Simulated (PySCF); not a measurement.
## Two-component Hartree-Fock for V²⁺ (vanadium, charge +2)

Start: [Ar] 3d3; 3d3/2 filled at m_j = -1/2, +1/2, +3/2. Calculated with PySCF 2.14 in x2c-TZVPPall-2c (6s7p4d2f1g, 70 functions): generalised Hartree-Fock with the X2C-1e Hamiltonian and a Gaussian nucleus; one run each with spin-orbit coupling (SO) switched off, then screened by Boettger's factors.

| spinor shell | electrons | ε, spin-free (eV) | ε, screened SO (eV) | weight of nominal j (screened SO) | rms radius, screened SO (bohr) |
| --- | --- | --- | --- | --- | --- |
| 1s1/2 | 2 | -5537.0 | -5536.9 | 1.000 | 0.0768 |
| 2s1/2 | 2 | -673.65 | -673.63 | 1.000 | 0.332 |
| 2p1/2 | 2 | -562.28 | -567.54 | 0.985 | 0.301 |
| 2p3/2 | 4 | -562.28 | -559.67 | 0.992 | 0.303 |
| 3s1/2 | 2 | -103.99 | -103.98 | 1.000 | 1.02 |
| 3p1/2 | 2 | -71.503 | -73.272 | 0.656 | 1.10 |
| 3d3/2 | 3 | -30.174 | -30.182 | 0.610 | 1.43 |

(1) Where does 3p3/2 lie, and what is the 3p spin-orbit splitting (screened SO)?

```
   quantity   spin-free  screened SO
E (hartree)  -947.41249   -947.42251
        M_J         3/2          3/2
       ⟨J²⟩       6.756        6.687
       ⟨L²⟩      12.005       12.005
       ⟨S²⟩       3.750        3.750
```

The determinant has a definite M_J but mixes levels of different J.

Each row is a mean over spinors that exchange with the open shell spreads, by up to 9.568 eV (3p1/2).

Rows whose weight is well below 1 are mixtures of j = l ± 1/2: exchange outweighs spin-orbit coupling there, and the label is only the starting occupation.

Without spin-orbit coupling the j labels of p, d and f shells carry no meaning; the spin-free column gives the mean over the occupied spinors of each nl shell, and its ⟨J²⟩ belongs to a mixture of degenerate components.

## Answers

(1) At -70.611 eV, 2.661 eV above 3p1/2.
